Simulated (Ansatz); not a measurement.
Reaction (formal exchange of groups at the Si–O bond): `[AlH2][NH][SiH2]O[SiH3]` + `CBr` → `[AlH2][NH][SiH2]Br` + `CO[SiH3]`

Calculated with Ansatz (gas phase, PBE0-D4/def2-TZVP geometries, no zero-point term in ΔE). CCSD(T)/CBS is the MP2 limit (def2-TZVPP, def2-QZVPP) plus CCSD(T) − MP2 in def2-TZVPP, frozen cores. DFT in def2-TZVPP. HSE06 is defined as in plane-wave codes. For Br outer-core shells are correlated without core-valence functions, which leaves a few kJ/mol of doubt a bond. Scalar relativity is left out up to krypton. Each species was taken in one conformer, which may not be the lowest.

| level | ΔE (kJ/mol) | difference from CCSD(T)/CBS |
| --- | --- | --- |
| LDA (SPW92) | 44.0 | -13.6 |
| PBE-D4 | 46.3 | -11.3 |
| revPBE-D4 | 46.7 | -10.9 |
| BLYP-D4 | 56.4 | -1.2 |
| r2SCAN-D4 | 53.6 | -4.0 |
| B97M-V | 57.1 | -0.5 |
| PBE0-D4 | 48.7 | -8.9 |
| r2SCANh-D4 | 53.9 | -3.7 |
| r2SCAN0-D4 | 54.2 | -3.4 |
| HSE06-D4 | 48.4 | -9.2 |
| BHLYP-D4 | 59.5 | 1.9 |
| CAM-B3LYP-D4 | 58.8 | 1.2 |
| ωB97X-V | 53.0 | -4.6 |
| ωB97M-V | 54.5 | -3.1 |
| B2PLYP | 59.1 | 1.5 |
| PBE-QIDH | 53.8 | -3.8 |
| PBE | 45.7 | -11.9 |
| revPBE | 45.7 | -11.9 |
| BLYP | 55.5 | -2.1 |
| r2SCAN | 53.0 | -4.6 |
| PBE0 | 47.9 | -9.7 |
| r2SCANh | 53.3 | -4.3 |
| r2SCAN0 | 53.6 | -4.0 |
| HSE06 | 47.7 | -9.9 |
| BHLYP | 59.0 | 1.4 |
| CAM-B3LYP | 58.0 | 0.4 |
| LC-ωPBE | 51.1 | -6.5 |
| RPA@PBE/def2-TZVPP | 60.8 | 3.2 |
| HF/def2-SVP | 41.2 | -16.4 |
| MP2/def2-SVP | 40.0 | -17.6 |
| CCSD/def2-SVP | 38.5 | -19.1 |
| CCSD(T)/def2-SVP | 38.1 | -19.5 |
| MP2/def2-TZVPP | 61.1 | 3.5 |
| SCS-MP2/def2-TZVPP | 62.6 | 5.0 |
| CCSD/def2-TZVPP | 61.0 | 3.4 |
| HF/def2-QZVPP | 62.3 | 4.7 |
| MP2/def2-QZVPP | 60.1 | 2.5 |
| SCS-MP2/def2-QZVPP | 61.9 | 4.3 |
| MP2/CBS(def2) | 58.3 | 0.7 |
| CCSD/CBS(def2) | 58.2 | 0.6 |
| CCSD(T)/CBS | 57.6 | 0 |

Largest T1 diagnostic among the species: 0.012.

At CCSD(T), def2-SVP lies −19.5 kJ/mol from the extrapolated value and def2-TZVPP +2.9 kJ/mol. From BLYP to BHLYP (50 % exact exchange), in def2-TZVPP and without D4, ΔE moves by +3.5 kJ/mol. Leaving LDA and LC-ωPBE aside and taking each functional with its dispersion term where it has one, the values spread over 13.2 kJ/mol, from PBE-D4 to BHLYP-D4.
